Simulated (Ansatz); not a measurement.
CH4BOSb, one more setting.

```yaml
crystal:
  periodic: [false, false, false]
  atoms:
    - {symbol: O, position_ang: [-0.335226, 1.488339, -0.814499]}
    - {symbol: C, position_ang: [-0.098635, 0.549101, -0.011920]}
    - {symbol: B, position_ang: [1.075773, -0.230832, 0.174995]}
    - {symbol: Sb, position_ang: [0.495141, -2.197347, 0.185051]}
    - {symbol: H, position_ang: [-1.272914, 1.745352, -0.909702]}
    - {symbol: H, position_ang: [-0.977430, 0.274875, 0.616091]}
    - {symbol: H, position_ang: [2.256356, 0.180768, -0.251371]}
    - {symbol: H, position_ang: [-1.013772, -1.894722, 0.970069]}
basis:
  gaussian: {orbitals: ANO-RCC-VTZP}
hamiltonian: {xc: {name: PBE-QIDH}}
accuracy: high
output: {forces: true}
```

```sh
$ ansatz run in.yaml --threads 2 --pin off --events-out ev --progress --plain --max-ram 4352MiB
```

It prints (some lines left out):

```
Functional definition: PBE-QIDH
4040 factors; integrals over basis functions are off by at most 4.9e-9 eV
mean field evaluation 1: about -180131.6834 eV, gradient 4.3e1 eV
mean field evaluation 2: about -180131.8001 eV, gradient 4.3e1 eV
mean field evaluation 4: about -180136.3198 eV, gradient 5.4e0 eV
mean field evaluation 8: about -180136.3996 eV, gradient 5.2e-1 eV
mean field evaluation 16: about -180136.4010 eV, gradient 1.7e-3 eV
mean field evaluation 32: about -180136.4010 eV, gradient 5.0e-8 eV
mean field -180136.40103079 eV, -6619.8906370434 hartree, gradient 5.0e-8 eV, S^2 0.000000; 0 other end points of the search recorded, 0 dependent functions left out; unrestricted orbitals would lower it
21 core orbitals not correlated: weight in the atoms' cores, before any rotation towards them, 1.000 or more for the frozen orbitals, at most 0.000 for the correlated occupied ones
reference -180136.40103282 eV, -6619.8906371182 hartree; 16, 16 occupied and 177, 177 virtual orbitals, 4040 factors
second order -32.87728660 eV of doubles, -0.00000000 eV of singles
Total energy: -180147.36012836 eV, -6620.2933764507 hartree
Relativity: scalar
Atom 0 at    -0.335226     1.488339    -0.814499 Å, force    -0.779540     3.054750    -2.865507 eV/Å
Atom 1 at    -0.098635     0.549101    -0.011920 Å, force    -3.389034    -1.819021     2.909075 eV/Å
Atom 2 at     1.075773    -0.230832     0.174995 Å, force     5.050625     0.633952    -0.817466 eV/Å
Atom 3 at     0.495141    -2.197347     0.185051 Å, force    -0.605765    -0.635637     0.277692 eV/Å
Atom 4 at    -1.272914     1.745352    -0.909702 Å, force     0.979646    -0.415918     0.412999 eV/Å
Atom 5 at    -0.977430     0.274875     0.616091 Å, force     0.479328     0.104456    -0.382231 eV/Å
Atom 6 at     2.256356     0.180768    -0.251371 Å, force    -2.005698    -0.848457     0.706371 eV/Å
Atom 7 at    -1.013772    -1.894722     0.970069 Å, force     0.270438    -0.074124    -0.240932 eV/Å
Dipole moment:    -0.609579     0.356986    -0.038049 e Å
```

It took 6.7 min on 2 threads of an Arm Neoverse V2 on a shared host, with 2 GiB of host memory at the peak.
